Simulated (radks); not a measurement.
Task: Radial electron density D(r) = 4 pi r^2 rho(r) of an atom or ion with 1 electrons. All-electron calculation, scalar-relativistic Kohn-Sham, PW91, spin-polarised, spherical densities, finite nucleus; Fermi nuclear charge, rms radius of each element as measured or else 0.836 A^(1/3) + 0.57 fm. Program: a radial shooting solver on a logarithmic mesh with Libxc functionals.

```
   r/bohr * D(r) (the largest magnitude, 2.15, reaches the edge; | marks zero)
  0.02691 |   *
  0.03133 |    *
  0.03618 |     *
  0.04212 |       *
  0.04904 |          *
  0.05709 |             *
  0.06646 |                *
  0.07737 |                    *
  0.09007 |                         *
   0.1049 |                              *
   0.1221 |                                    *
   0.1421 |                                         *
   0.1654 |                                               *
   0.1926 |                                                   *
   0.2224 |                                                     *
    0.259 |                                                      *
   0.3015 |                                                    *
   0.3509 |                                               *
   0.4086 |                                        *
   0.4756 |                                *
   0.5537 |                       *
   0.6446 |               *
   0.7504 |        *
   0.8736 |    *
    1.017 | *
    1.184 |*
    1.378 *
```

What is the nuclear charge?

Result: Z = 4. The innermost maximum, from 1s, lies near gamma/Z bohr with gamma = sqrt(1 - (Z/c)^2) = 1.000, here 0.25 bohr (found: 0.249), and its height grows with Z. The density is that of the beryllium ion Be3+ in 1s1; the configuration itself is not fixed sharply by these data. D(r) has 1 maximum, at r = 0.249 bohr.
